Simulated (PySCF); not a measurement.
**Correlation energy of Mg (magnesium, neutral)**

[Ne] 3s2, closed-shell 1S. Calculation: PySCF 2.14, in x2c-TZVPall (5s4p3d, 32 functions); the spin-free X2C one-electron Hamiltonian (Gaussian nucleus). Frozen: [Ne]; 2 electrons correlated.

Total MP2 correlation energy: -21.69 mhartree.

Same-spin part 0.00 and opposite-spin part -21.69 mhartree; SCS-MP2 scales them by 1/3 and 6/5 to -26.03 mhartree.

With two correlated electrons CCSD is exact within the correlated space (frozen core and kept virtual orbitals).

```
level  correlation energy (mhartree)
 CCSD                         -32.66
```

Diagnostics: T1 = 0.013, D1 = 0.0183, largest double amplitude 0.131.

Cost of the coupled-cluster step: 0.06 s of wall time on 1 thread of Neoverse-V2 (shared host), for 2 correlated electrons.
